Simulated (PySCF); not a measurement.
Structure with atom numbers: `[CH3:1][O:2][c:3]1[cH:4][cH:5][n:6][cH:7][cH:8]1`. Hydrogens are named by the atom that carries them.

Geometry: PBE0-D3(BJ)/def2-SVP; GIAO absolute shieldings from PySCF 2.14.0 with density-fitted response routines, gas phase, non-relativistic, averaged over equivalent atoms.

At PBE0/pcSseg-0 (86 basis functions, 16 s wall time on 1 thread of an x86-64 server CPU, shared host):
```tsv
atoms	σ (ppm)
C3	18.2
C5/C7	29.6
C4/C8	73.0
C1	136.3
O2	228.5
N6	-94.2
H(C5)/H(C7)	23.89
H(C4)/H(C8)	26.16
H(C1)	28.70
```

Predict the values at BHandHLYP/pcSseg-1 on the same geometry.

Answers


| atoms | σ at BHandHLYP/pcSseg-1 | change |
| --- | --- | --- |
| C3 | 10.0 | -8.2 |
| C5/C7 | 23.6 | -6.0 |
| C4/C8 | 69.9 | -3.1 |
| C1 | 131.0 | -5.3 |
| O2 | 235.8 | +7.3 |
| N6 | -80.1 | +14.1 |
| H(C5)/H(C7) | 22.90 | -0.99 |
| H(C4)/H(C8) | 24.83 | -1.33 |
| H(C1) | 27.78 | -0.92 |

The largest change is at N6 (pyridine-type ring nitrogen). Cost: 171 basis functions, 19 s wall time on 1 thread of an x86-64 server CPU, shared host. The order of the carbon signals is the same at both levels.

The carbons averaged at δ 120.5 differ by 10 ppm in this conformer.
